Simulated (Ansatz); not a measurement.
Start from `[F][W]([F])([F])([F])([F])[F]` and change one element to get `[F][Mo]([F])([F])([F])([F])[F]`.

Ansatz, PBE0-D4/def2-TZVP geometries, multiplicity 1. 

Elements past krypton have def2 core potentials.

```json
{"property": "HOMO–LUMO gap (B3LYP/def2-TZVPP) / eV", "`[F][W]([F])([F])([F])([F])[F]`": "7.74"}
{"property": "HOMO–LUMO gap (ωB97M-V/def2-TZVPP) / eV", "`[F][W]([F])([F])([F])([F])[F]`": "13.06"}
{"property": "LUMO energy (PBE0/def2-TZVPP) / eV", "`[F][W]([F])([F])([F])([F])[F]`": "-4.45"}
{"property": "zero-point energy (PBE0-D4/def2-TZVP) / kJ/mol", "`[F][W]([F])([F])([F])([F])[F]`": "38.3"}
{"property": "LUMO energy (B3LYP/def2-TZVPP) / eV", "`[F][W]([F])([F])([F])([F])[F]`": "-4.70"}
{"property": "HOMO energy (ωB97M-V/def2-TZVPP) / eV", "`[F][W]([F])([F])([F])([F])[F]`": "-15.26"}
```

Q: Give the same properties after the change, and the shifts. (An estimate is asked.)

A: Computed: 
```
                                      property  `[F][Mo]([F])([F])([F])([F])[F]`  shift
         HOMO–LUMO gap (B3LYP/def2-TZVPP) / eV                              6.66  -1.08
       HOMO–LUMO gap (ωB97M-V/def2-TZVPP) / eV                             11.90  -1.16
            LUMO energy (PBE0/def2-TZVPP) / eV                             -5.56  -1.11
zero-point energy (PBE0-D4/def2-TZVP) / kJ/mol                              38.5    0.2
           LUMO energy (B3LYP/def2-TZVPP) / eV                             -5.79  -1.09
         HOMO energy (ωB97M-V/def2-TZVPP) / eV                            -15.27  -0.01
```

B3LYP here is the variant with VWN-RPA as its local correlation; programs differ in this.
